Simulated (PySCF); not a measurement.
## `FC[SiH]1SCCCS1`: 4 charge schemes on one density

Species: C4H9FS2Si.
Cartesian coordinates in Å at the GFN2-xTB level; atoms count from 1:
```
atom  x, y, z in Å
F1     3.8789    0.8893    0.2094
C2     3.0006    0.2911   -0.6639
Si3    1.3061    0.1262    0.1861
S4     0.0658    1.7638   -0.4115
C5    -1.5588    1.1231    0.1479
C6    -1.9660   -0.1942   -0.4931
C7    -1.2940   -1.4186    0.1083
S8     0.4166   -1.7023   -0.4863
H9     2.9719    0.9157   -1.5587
H10    3.4250   -0.6808   -0.9193
H11    1.4458    0.0970    1.6386
H12   -2.2600    1.9087   -0.1291
H13   -1.5321    1.0431    1.2347
H14   -3.0453   -0.3080   -0.3557
H15   -1.7682   -0.1591   -1.5665
H16   -1.2649   -1.3606    1.1965
H17   -1.8284   -2.3222   -0.1809
```

Density: PBE0/pcSseg-1 (PySCF); schemes: Mulliken, IAO, Hirshfeld and ESP-fitted. Isolated species at its GFN2-xTB geometry (one conformer only).

Problem. What partial charge does each atom carry?

Solution. In e:

| atom | environment | Mulliken | IAO | Hirshfeld | ESP-fitted |
| --- | --- | --- | --- | --- | --- |
| F1 | alkyl fluorine | -0.339 | -0.320 | -0.123 | -0.222 |
| C2 | sp3 C–F carbon | -0.141 | -0.232 | -0.063 | -0.015 |
| Si3 | SiH silicon | +0.668 | +0.750 | +0.297 | +0.346 |
| S4 | sulfur bonded to C and Si | -0.252 | -0.195 | -0.097 | -0.253 |
| C5 | sp3 carbon bound to sulfur | -0.341 | -0.330 | -0.064 | -0.340 |
| C6 | ring CH2 carbon | -0.204 | -0.264 | -0.075 | +0.140 |
| C7 | sp3 carbon bound to sulfur | -0.341 | -0.329 | -0.064 | -0.320 |
| S8 | sulfur bonded to C and Si | -0.265 | -0.203 | -0.101 | -0.288 |
| H9 | methylene hydrogen | +0.145 | +0.160 | +0.049 | +0.105 |
| H10 | methylene hydrogen | +0.139 | +0.157 | +0.048 | +0.115 |
| H11 | Si–H hydrogen | -0.019 | -0.124 | -0.075 | -0.033 |
| H12 | methylene hydrogen | +0.172 | +0.168 | +0.052 | +0.199 |
| H13 | methylene hydrogen | +0.159 | +0.146 | +0.041 | +0.153 |
| H14 | methylene hydrogen | +0.136 | +0.148 | +0.049 | +0.013 |
| H15 | methylene hydrogen | +0.153 | +0.154 | +0.036 | +0.050 |
| H16 | methylene hydrogen | +0.159 | +0.146 | +0.041 | +0.151 |
| H17 | methylene hydrogen | +0.171 | +0.168 | +0.052 | +0.199 |

Mean size of the charges over all atoms: IAO 0.235 e, Mulliken 0.224 e, ESP-fitted 0.173 e, Hirshfeld 0.078 e. Each set sums to the total charge, 0, to within 0.001 e. The IAO scheme projects the occupied orbitals on a minimal set of polarised atomic orbitals and counts the electrons in each atom's part of it. The Mulliken scheme gives each basis function's population to the atom it is centred on and halves the overlap population of two atoms between them.

Lowest charge. The schemes don't all agree: Mulliken C5 and C7 (-0.341); IAO C5 (-0.330); Hirshfeld F1 (-0.123); ESP-fitted C5 (-0.340).

Highest charge. All schemes agree: Mulliken Si3 (+0.668); IAO Si3 (+0.750); Hirshfeld Si3 (+0.297); ESP-fitted Si3 (+0.346).

Problem. How many electrons does the ESP-fitted scheme count on S8?

Solution. Z − q = 16 − (-0.288) = 16.288.

Problem. How closely do the schemes follow one another over all atoms?

Solution. Correlation coefficient and root-mean-square difference: Mulliken with IAO 0.99, 0.047 e; IAO with Hirshfeld 0.97, 0.183 e; Mulliken with Hirshfeld 0.95, 0.173 e; Mulliken with ESP-fitted 0.88, 0.129 e; IAO with ESP-fitted 0.82, 0.160 e; Hirshfeld with ESP-fitted 0.78, 0.141 e.

Problem. Sum the charges by element, for elements with more than one atom.

Solution. 
```csv
element,atoms,Mulliken,IAO,Hirshfeld,ESP-fitted
C,4,-1.027,-1.155,-0.267,-0.535
S,2,-0.517,-0.398,-0.199,-0.541
H,9,+1.215,+1.124,+0.291,+0.951
```
